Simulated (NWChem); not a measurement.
System: pyrimidine (C4H4N2); SMILES c1cncnc1

The following NWChem deck was run.

```
start job
memory heap 200 mb stack 900 mb global 1100 mb
geometry units angstroms noautoz
  C     -1.356685    -0.011871     0.000000
  C     -0.606667    -1.197298     0.000000
  N      0.736223    -1.196781     0.000000
  C      1.322107     0.011636     0.000000
  N      0.715108     1.209604     0.000000
  C     -0.627575     1.186532     0.000000
  H     -2.456686    -0.021516     0.000000
  H     -1.103876    -2.184553     0.000000
  H      2.428004     0.021332     0.000000
  H     -1.142043     2.164910     0.000000
end
basis spherical
  * library cc-pvtz
end
dft
  xc xtpss03 ctpss03
  iterations 150
  semidirect filesize 400000000
  mulliken
end
task dft energy
```

All runs use the structure optimised with PBE-D3(BJ)/def2-SVP.

### Question
Predict the main results of this run. (TPSS/cc-pVTZ.) Quantities: basis functions; energy (Ha); highest occupied level (eV); orbital gap (eV); dipole (D).

### Answer
The number of basis functions comes out as 236. The energy (Ha) comes out as -264.46 and the highest occupied level (eV) is -5.97. The orbital gap (eV) is 3.85. The dipole (D) is 2.22.
